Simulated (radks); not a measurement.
The numbers below are computed, except where a source is named.
Isoelectronic series with 44 electrons, all held in the configuration [Kr] 4d7 5s1, which need not be the ground one along the series. Level of theory: scalar-relativistic Kohn-Sham, PBEsol, spin-unpolarised, spherical densities, finite nucleus; Fermi nuclear charge, rms radius of each element as measured or else 0.836 A^(1/3) + 0.57 fm (a radial shooting solver on a logarithmic mesh with Libxc functionals). Total energies (hartree) and orbital eigenvalues (eV):

ion    E (hartree)         5s         4d
Ru     -4528.35883    -4.2686    -5.2170
Rh+    -4781.23272   -12.1566   -16.7089
Pd2+   -5041.93455   -21.9628   -31.1966
Ag3+   -5310.46777   -33.4174   -48.2120
Cd4+   -5586.84472   -46.3812   -67.5119
In5+   -5871.09452   -60.7712   -88.9514
Sn6+   -6163.24225   -76.5338  -112.4368
Sb7+   -6463.32362   -93.6324  -137.9034
Te8+   -6771.37243  -112.0414  -165.3044
I9+    -7087.43558  -131.7421  -194.6047
Xe10+  -7411.54880  -152.7213  -225.7774
Cs11+   -7743.7612  -174.9694  -258.8015
Ba12+   -8084.1163  -198.4796  -293.6600
La13+   -8432.6674  -223.2476  -330.3394
